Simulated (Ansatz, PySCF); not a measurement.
Dimer: HCl (SMILES Cl) (first 2 atoms) with SiH4 (SMILES [SiH4]); geometry from B3LYP-D3(BJ)/def2-TZVP, rigid monomers moved along the line of their centres of mass till Cl1···Si3 is 3.39 Å.
(charge 0, multiplicity 1):
```xyz
7

Cl    -0.06854    -0.33803    -0.32481
H     -0.67544    -1.32229     0.22906
Si     0.00902     0.10444     3.03703
H      0.82492     1.21397     2.50016
H     -1.37198     0.19551     2.51205
H     -0.02618     0.18206     4.51580
H      0.59864    -1.19247     2.63367
```

Interaction energies are E(AB) − E(A) − E(B) at the monomers' geometry in the complex; basis-set methods are counterpoise corrected. Rows marked so take none.

Rows in 6-31G* carry no dispersion term and start afresh at each structure (6-31G* with six Cartesian d functions).

The values were computed with Ansatz (Gaussian basis) for Hartree–Fock, density functionals and correlated methods; PySCF for 6-31G* rows. Each number belongs to the level named beside it.

### Question
Predict the interaction energy from B3LYP/6-31G* (no counterpoise).

### Answer
64 meV

### Question
What interaction energy does PBE/def2-TZVPPD give?

### Answer
29 meV

### Question
Give the interaction energy at the level wB97M-V/def2-TZVPPD.

### Answer
-15 meV

Ansatz is an electronic-structure program.
